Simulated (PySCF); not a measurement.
BiH₅, SMILES [BiH5]. The structure is a stationary point at B3LYP-D3(BJ)/def2-TZVP. The def2 effective core potentials stand for the cores of Bi; spin–orbit coupling is left out.

Q: Give the equilibrium geometry at B3LYP-D3(BJ)/def2-TZVP (PySCF confirms it by a frequency run) as Cartesian coordinates in Å, and its point group. (An estimate is asked for; the answer gives what the named calculation found.)

A: point group D3h.
```xyz
6

Bi     0.0000     0.0000     0.0000
H      0.0000     0.0000     1.8661
H      0.0000     0.0000    -1.8661
H      1.7992     0.0000     0.0000
H     -0.8996     1.5582     0.0000
H     -0.8996    -1.5582     0.0000
```
Charge 0, spin multiplicity 1.
